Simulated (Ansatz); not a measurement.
Ansatz (a first-principles code) input:

Ansatz 0.2 input:
```yaml
crystal:
  periodic: [false, false, false]
  atoms:
    - {symbol: C, position_ang: [1.94748896, -0.10659823, 0.00443957]}
    - {symbol: C, position_ang: [0.53386570, -0.47400729, -0.31560850]}
    - {symbol: O, position_ang: [0.19909672, -1.41944710, -0.98423639]}
    - {symbol: C, position_ang: [-0.51702587, 0.48055753, 0.29211594]}
    - {symbol: O, position_ang: [-0.18179443, 1.43489091, 0.94775614]}
    - {symbol: C, position_ang: [-1.93134886, 0.10332980, -0.01334717]}
    - {symbol: H, position_ang: [2.14607344, 0.89690601, -0.36809742]}
    - {symbol: H, position_ang: [2.64026869, -0.81711366, -0.43681503]}
    - {symbol: H, position_ang: [2.07221611, -0.07517208, 1.08535472]}
    - {symbol: H, position_ang: [-2.06904945, 0.08744149, -1.09315925]}
    - {symbol: H, position_ang: [-2.11655391, -0.90738052, 0.34591265]}
    - {symbol: H, position_ang: [-2.62471413, 0.80187847, 0.44567761]}
basis:
  gaussian:
    orbitals: def2-TZVP
hamiltonian:
  xc: b3lyp
  dispersion: d3bj
relax: {f_tol: 0.002, max_steps: 150}
```

### Question
Predict the final energy.

### Answer
-306.61942 Eh (B3LYP-D3(BJ)/def2-TZVP). The basis has 222 functions. The run takes about 2.0 core-minutes (a rough figure).
